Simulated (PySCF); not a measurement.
Compound: C₂H₇PSi₂.
Structure used (PBE0-D3(BJ)/def2-SVP), in Å, numbered top down from 1:
```xyz
12
C2H7PSi2 angstrom
C     -1.9942    0.4140    1.6474
C     -1.6656    0.0834    0.5225
Si    -1.0951   -0.4241   -1.1440
P      1.0489   -1.1325   -1.1697
Si     1.9065    0.5170    0.1255
H     -2.2906    0.7067    2.6394
H     -1.1815    0.7487   -2.0617
H     -1.9638   -1.5265   -1.6478
H      0.8839   -2.0761   -0.1088
H      1.3476    0.5531    1.5089
H      3.3860    0.3232    0.1997
H      1.6202    1.8118   -0.5633
```

A calculation gives these core lines: C 1s: 290.30 (area 1), 290.46 (area 1) eV; Si 1s: 1846.50 (area 1), 1846.87 (area 1) eV; Si 2p3/2: 106.76 (area 1), 107.06 (area 1) eV; P 1s: 2149.37 eV; P 2p3/2: 135.88 eV.

Computed, not measured: PySCF, delta-SCF UKS SCAN, pcX-2 on the ionised atom, pcseg-1 elsewhere, spin-free X2C. Isolated species at its PBE0-D3(BJ)/def2-SVP geometry (one conformer only).

Problem. Order the carbon atoms by C 1s binding energy.

Solution. 290.30 eV: C2 (alkyne carbon); 290.46 eV: C1 (terminal alkyne carbon). The 2 C 1s values lie within 0.16 eV of each other; Gaussian lines of 0.5 eV full width would blend them into one maximum.

Problem. Which silicon gives which Si 1s line?

Solution. 1846.50 eV: Si5 (SiH3 silicon); 1846.87 eV: Si3 (SiH2 silicon). The listed Si 1s values span 0.37 eV, from Si5 (bonded to 3 H and P) to Si3 (bonded to C, 2 H and P). Summing the Pauling electronegativity differences to the bonded atoms, each weighted by its formal bond order, gives +1.19 for the lowest site and +1.54 for the highest.

Problem. Assign the Si 2p3/2 lines to atoms.

Solution. 106.76 eV: Si5 (SiH3 silicon); 107.06 eV: Si3 (SiH2 silicon). The listed Si 2p3/2 values span 0.30 eV, from Si5 (bonded to 3 H and P) to Si3 (bonded to C, 2 H and P).

Bonded neighbours of each site: C1: C (triple bond) and H; C2: C (triple bond) and Si; Si3: C, 2 H and P; P4: H and 2 Si; Si5: 3 H and P.

Problem. Which photon energy gives electrons from Si 1s of Si5 a kinetic energy of 200 eV, and what is their de Broglie wavelength?

Solution. hν = 1846.50 + 200 = 2046.50 eV, recoil neglected; λ = 12.264 Å/√(E/eV) = 0.87 Å.

The unrestricted hole states depart most from a pure doublet (⟨S²⟩ = 0.75; over 0.85 named) for C 1s of C1 (0.85) and C 1s of C2 (0.86), which makes these values less certain. Spin–orbit and ligand-field terms were added within each 2p shell after the spin-free SCF. 2p1/2 minus 2p3/2 (ligand field included): Si 0.62 eV, P 0.89 eV.
